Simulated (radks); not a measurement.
The numbers below are computed, except where a source is named.
Charge is removed step by step from the 5s1/2 level of Nb, starting from [Kr] 4d4 5s1. Code: a radial shooting solver on a logarithmic mesh with Libxc functionals. Model: Dirac Kohn-Sham, PBE, spin-unpolarised, spherical densities, finite nucleus; open shells are shared between the two j in proportion to 2j + 1; Fermi nuclear charge, rms radius 4.324 fm.

| removed (e) | E - E(0) (eV) | eigenvalue (eV) | E minus straight line (eV) |
|---|---|---|---|
| 0 | 0.000 | -3.982 | 0.000 |
| 0.125 | 0.537 | -4.619 | -0.292 |
| 0.25 | 1.155 | -5.269 | -0.504 |
| 0.375 | 1.855 | -5.932 | -0.634 |
| 0.5 | 2.639 | -6.607 | -0.680 |
| 0.625 | 3.507 | -7.293 | -0.641 |
| 0.75 | 4.463 | -7.991 | -0.516 |
| 0.875 | 5.506 | -8.700 | -0.303 |
| 1 | 6.638 | -9.420 | 0.000 |

Removing the whole electron costs 6.638 eV by Delta-SCF, against 3.982 eV from minus the eigenvalue at the starting occupation. Slater's transition state (half an electron removed) gives 6.607 eV. Integrating minus the eigenvalue over the occupation (Janak's theorem) gives 6.638 eV. The mean slope of the eigenvalue, de/dn, is 5.44 eV per electron. Ionisation energy of Nb in the NIST Atomic Spectra Database: 6.759 eV (measured).

Beside tabulated values, note that spin-unpolarised runs miss the spin-polarisation part of the exchange energy of open shells.
